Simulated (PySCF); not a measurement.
AlGeH₅O₂. Atoms are numbered in the order given.

```xyz
9

Al    -0.9747     0.1812     0.4122
Ge     1.2421    -0.2282    -0.5302
H      1.4701    -1.7279    -0.8110
H      1.4563     0.5264    -1.8565
H      2.3588     0.2158     0.4373
O     -1.3770    -0.6077     1.8647
H     -2.1857    -0.5699     2.3760
O     -2.0297     1.2329    -0.4094
H     -2.9205     1.4992    -0.1800
```
Charge 0, spin multiplicity 1.

The structure is a stationary point at PBE0-D3(BJ)/def2-SVP. The structure was generated by enumeration; whether it is a known compound was not checked. Other conformers were not sampled.

Level of theory: C-PCM-ωB97X/def2-SVP (PySCF).

The values are the electrostatic part of the solvation free energy, E(continuum) − E(gas) at the gas-phase geometry, in a cavity of scaled van der Waals radii (PySCF's table); cavitation and dispersion terms are not included. A continuum can't describe solvent molecules that bind to the metal. In vacuum the orbital gap is 11.77 eV. The dipole moment in vacuum is 3.02 D.

```json
[
 {"solvent": "water", "ε": "78.36", "ΔG(elec) (kcal/mol)": "-8.7", "dipole (D)": "3.75", "gap (eV)": "11.99"},
 {"solvent": "N,N-dimethylformamide", "ε": "37.22", "ΔG(elec) (kcal/mol)": "-8.5", "dipole (D)": "3.73", "gap (eV)": "11.99"},
 {"solvent": "chloroform", "ε": "4.71", "ΔG(elec) (kcal/mol)": "-6.8", "dipole (D)": "3.58", "gap (eV)": "11.94"}
]
```
